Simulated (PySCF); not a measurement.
**TDDFT excited states: C6H11P**

Compound: C6H11P.
Z-matrix (Å and degrees, GFN2-xTB geometry), rows numbered from 1:
```
C 
P   1  1.6622
C   2  1.8764  1  101.41
C   3  1.5403  2  110.43  1    95.53
C   4  1.5247  3  104.37  2   143.72
C   5  1.5253  4  102.62  3   -39.26
C   6  1.5306  5  103.69  4    41.49
H   1  1.0782  2  124.01  3     1.62
H   1  1.0770  2  119.74  3  -178.54
H   3  1.0936  2  108.48  1   -25.07
H   4  1.0894  3  111.93  2   -93.54
H   4  1.0942  3  110.02  2    26.47
H   5  1.0891  4  112.59  3  -160.86
H   5  1.0916  4  110.06  3    77.81
H   6  1.0891  5  112.79  4   163.22
H   6  1.0910  5  109.48  4   -76.03
H   7  1.0914  3  111.84  2     4.72
H   7  1.0908  3  109.84  2   124.12
```

Method: PySCF 2.14.0, density-fitted response routines, TDDFT CAM-B3LYP/def2-SVPD, vertical, gas phase, core orbitals frozen in the response.

Problem. List the vertical singlet excitations with oscillator strengths and describe the spectrum.

Solution. 

```json
{"state": "S1", "E (eV)": "4.60", "ν̃ (cm⁻¹)": "37130", "f": "0.0072", "|μ| (D)": "0.64", "main configurations (H = HOMO, L = LUMO)": "H-1→L (98%)"}
{"state": "S2", "E (eV)": "5.63", "ν̃ (cm⁻¹)": "45450", "f": "0.220", "|μ| (D)": "3.21", "main configurations (H = HOMO, L = LUMO)": "H→L (95%)"}
{"state": "S3", "E (eV)": "6.32", "ν̃ (cm⁻¹)": "50970", "f": "0.0037", "|μ| (D)": "0.39", "main configurations (H = HOMO, L = LUMO)": "H-2→L (89%)"}
{"state": "S4", "E (eV)": "6.85", "ν̃ (cm⁻¹)": "55260", "f": "0.015", "|μ| (D)": "0.77", "main configurations (H = HOMO, L = LUMO)": "H→L+2 (61%), H→L+5 (13%), H→L+1 (11%)"}
{"state": "S5", "E (eV)": "7.29", "ν̃ (cm⁻¹)": "58780", "f": "0.035", "|μ| (D)": "1.13", "main configurations (H = HOMO, L = LUMO)": "H→L+1 (51%), H→L+2 (26%), H→L+5 (11%)"}
{"state": "S6", "E (eV)": "7.38", "ν̃ (cm⁻¹)": "59490", "f": "0.198", "|μ| (D)": "2.66", "main configurations (H = HOMO, L = LUMO)": "H-1→L+1 (53%), H-1→L+2 (22%), H-1→L+5 (8%)"}
{"state": "S7", "E (eV)": "7.50", "ν̃ (cm⁻¹)": "60470", "f": "0.0049", "|μ| (D)": "0.42", "main configurations (H = HOMO, L = LUMO)": "H-4→L (59%), H-3→L (27%)"}
{"state": "S8", "E (eV)": "7.56", "ν̃ (cm⁻¹)": "60960", "f": "0.059", "|μ| (D)": "1.43", "main configurations (H = HOMO, L = LUMO)": "H-1→L+2 (67%), H-1→L+1 (22%)"}
```

Triplets (Tamm–Dancoff): T1 2.92 eV, H→L (96%); T2 3.70 eV, H-1→L (93%); T3 5.82 eV, H-2→L (84%).

The lowest singlet comes at 269 nm (444 kJ/mol) in the ultraviolet; it is weak; its leading configuration is HOMO-1→LUMO (98%). The most intense listed level is S2 at 5.63 eV (220 nm, f = 0.220), 1.03 eV above S1. Löwdin shares by element: HOMO carbon 43% or more, phosphorus 34%, hydrogen 10% or more; LUMO phosphorus 44%, carbon 39% or more, hydrogen 4% or more. Weighted by f, the mean energy of these states is 6.63 eV. The oscillator strengths of these states sum to 0.543; summed over the whole spectrum of an exact calculation they would give the number of electrons, 62 (Thomas–Reiche–Kuhn). The listed states span 2.95 eV, and the widest gap between neighbours is 1.03 eV (S1 to S2). Singlets were solved by full linear response, triplets in the Tamm–Dancoff approximation.

One conformer stands for the species.
